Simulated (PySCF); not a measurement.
C₂H₆Cl₂Sn, charge +1, doublet, at a GFN2-xTB geometry (such geometries of metal compounds can be far from the true shape) (a state made from the parent by changing its charge; the spin is typed, not shown lowest) (all electrons, no relativity). Base run: BLYP/STO-3G (PySCF).

Input for PySCF:
```python
from pyscf import gto, scf, dft

mol = gto.Mole()
mol.atom = '''
    C     1.767442   -1.651462    0.094119
    Sn   -0.010950   -0.216200   -0.040483
    C    -1.918202   -1.325181   -0.651486
    Cl    0.452261    1.451432   -1.595557
    Cl   -0.337499    0.814460    2.019838
    H     1.496759   -2.394917    0.836226
    H     2.595010   -1.021718    0.405640
    H     1.896692   -2.060763   -0.902113
    H    -2.674507   -0.547887   -0.699544
    H    -2.104980   -2.051734    0.132060
    H    -1.707869   -1.773305   -1.616713
'''
mol.basis = 'sto-3g'
mol.charge = 1
mol.spin = 1
mol.verbose = 4
mol.build()

mf = dft.UKS(mol)
mf.xc = 'blyp'
mf.kernel()
```

Each row names what was changed in the base input (with any setting that the change needs).

```
change                                     ΔE vs base (mEh)  grid points  electrons on the grid        outcome
-----------------------------------------  ----------------  -----------  ---------------------  -------------
base                                                  0.000       146808              101.00001      converged
grids.level = 1                                       0.171        45856              101.00005      converged
grids.radi_method = delley                            0.009       154560              101.00001      converged
grids.prune = dft.gen_grid.sg1_prune                      -            -                      -  input refused
grids.atom_grid = (50, 194)                           0.373        71904              101.00002      converged
small_rho_cutoff = 0                                  0.000       146808              101.00001      converged
grids.level = 4                                       0.010       240976              101.00000      converged
grids.prune = dft.gen_grid.treutler_prune             0.002       133112              101.00001      converged
grids.level = 0                                     -77.667        11976              101.01092      converged
grids.prune = off                                     0.000       246576              101.00001      converged
grids.level = 5                                       0.009       360296              101.00000      converged
```

Open shells are given as the SCF converged; they aren't shown to be the lowest states, and a large step between rows can be another state.

- grids.prune = dft.gen_grid.sg1_prune: ended with `IndexError: index 50 is out of bounds for axis 0 with size 19`
